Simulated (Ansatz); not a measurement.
Consider the formal exchange of groups at a C–C bond: `O=CC([SiH3])[SeH]` + `CB(F)F` → `O=CCB(F)F` + `[SiH3]C[SeH]`.

Calculated with Ansatz (gas phase, PBE0-D4/def2-TZVP geometries, no zero-point term in ΔE). CBS: MP2 limit from def2 TZ/QZ plus the TZ coupled-cluster correction, frozen cores. For Se outer-core shells are correlated without core-valence functions, which leaves a few kJ/mol of doubt a bond. Scalar relativity is left out up to krypton. Each species was taken in one conformer, which may not be the lowest.

`O=CC([SiH3])[SeH]`:

Cartesian coordinates in Å:
```
O -2.098 0.862 0.268
C -1.255 0.142 0.730
C 0.215 0.282 0.547
Si 0.832 -1.011 -0.705
Se 0.770 2.035 -0.121
H -1.540 -0.748 1.329
H 0.707 0.083 1.503
H 2.302 -0.868 -0.816
H 0.166 -0.762 -2.005
H 0.509 -2.384 -0.224
H -0.610 2.368 -0.505
```

`CB(F)F`:

```xyz
7

C    -0.232   -0.121   -0.649
B     0.254    0.151    0.803
F    -0.521   -0.021    1.860
F     1.486    0.566    1.052
H    -1.293   -0.363   -0.702
H    -0.028    0.742   -1.289
H     0.335   -0.955   -1.075
```

`O=CCB(F)F`:

Cartesian coordinates in Å:
```
O 0.840 -1.725 -1.263
C 0.095 -1.233 -0.464
C -0.280 0.219 -0.453
B 0.206 0.976 0.831
F 0.245 0.380 2.008
F 0.567 2.241 0.788
H -0.361 -1.847 0.341
H 0.067 0.709 -1.364
H -1.379 0.281 -0.423
```

`[SiH3]C[SeH]`:

Z-matrix (Å, degrees):
```
Si
C 1 1.874
H 1 1.490 2 110.5
H 1 1.484 2 109.8 3 120.7
H 1 1.487 2 109.2 3 -119.4
Se 2 1.957 1 111.3 3 177.7
H 2 1.090 1 112.8 3 54.0
H 2 1.092 1 110.1 3 -66.6
H 6 1.470 2 95.5 1 -48.6
```

```tsv
level	ΔE (kJ/mol)
CCSD(T)/def2-TZVPP	13.1
HF/CBS(def2)	-4.9
```

What does CCSD(T)/CBS give? (Best estimate.)

Ansatz gave: +14.3 kJ/mol. The listed levels differ from it by -1.2, -19.2 kJ/mol.

Largest T1 diagnostic among the species: 0.014.

The D4 term adds +5.9 kJ/mol with B3LYP and +3.1 kJ/mol with PBE0; it sums over pairs of atoms, weighted by their polarisabilities, and B3LYP, whose exchange is more repulsive, gets the larger term. From PBE to PBE0 (25 % exact exchange), in def2-TZVPP and without D4, ΔE moves by −3.4 kJ/mol. In def2-TZVPP, CCSD(T) changes the Hartree–Fock value by +17.2 kJ/mol (the triples alone add +3.7 kJ/mol) and MP2 by +22.4 kJ/mol.

B3LYP here is the variant with VWN-RPA as its local correlation; programs differ in this.
